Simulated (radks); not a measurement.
Values are calculated unless marked as measured or tabulated.
Q: Ionisation of the antimony ion Sb13+, [Kr] 4d2, to Sb14+, [Kr] 4d1, under several functionals. Dirac Kohn-Sham, spin-unpolarised, spherical densities, finite nucleus; open shells fill j = l - 1/2 first; a radial shooting solver on a logarithmic mesh with Libxc functionals. Known Delta-SCF values: OLYP 292.64 eV; LDA (Slater exchange, Perdew-Wang correlation) 291.98 eV. What does revPBE give, and what is its highest occupied eigenvalue?

A: 291.73 eV by Delta-SCF; the 4d3/2 eigenvalue is -278.32 eV. NIST: 292 eV (theoretical).

Beside tabulated values, note that spin-unpolarised runs miss the spin-polarisation part of the exchange energy of open shells.
